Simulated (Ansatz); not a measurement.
Coupled-cluster diagnostics for PtS3⁻, Ansatz.

Geometry of the doublet (r2SCAN-D4/def2-SVPD):

```xyz
4

Pt   -0.408   -0.025    0.340
S     1.838   -0.361   -0.134
S     0.764    0.420   -1.729
S    -2.194   -0.034    1.523
```

In the def2 sets Pt takes a core potential; there is no spin–orbit coupling. Correlated methods freeze 15 core orbitals; core or outer-core shells of Pt are correlated, in sets that lack core-valence functions. The structure comes from a short search, and lower isomers may exist.

Geometry of the charge -1 quartet (r2SCAN-D4/def2-SVPD):

| atom | x (Å) | y (Å) | z (Å) |
| --- | --- | --- | --- |
| Pt1 | 0.465 | 0.280 | 0.041 |
| S2 | -1.780 | -0.314 | 0.687 |
| S3 | -1.004 | -1.366 | -0.933 |
| S4 | 2.319 | 1.399 | 0.205 |

Estimate the CCSD(T) correlation energy, the shares of MP2 and (T), T1 and the reference's ⟨S²⟩ for: charge -1, doublet, own geometry in def2-SVPD; charge -1, quartet, own geometry in def2-SVPD; and the rough time on 2 threads of Arm Neoverse V2 on a shared host.


```
                           state      basis  correlation (eV)  MP2 share (%)  (T) share (%)     T1  ⟨S²⟩ (pure)  wall time            remarks
charge -1, doublet, own geometry  def2-SVPD           -23.071           94.9            5.0  0.047  1.03 (0.75)       77 s  spin-contaminated
charge -1, quartet, own geometry  def2-SVPD           -22.564           94.4            4.8  0.047  3.86 (3.75)       64 s                  –
```
Customary marks for T1 are 0.02 (closed shells), 0.045 (open shells) and about 0.05 (3d metals). T1 exceeds 0.02 in 2 of 2 rows and 0.045 in 2; the higher it lies, the less the single-reference result can be trusted.
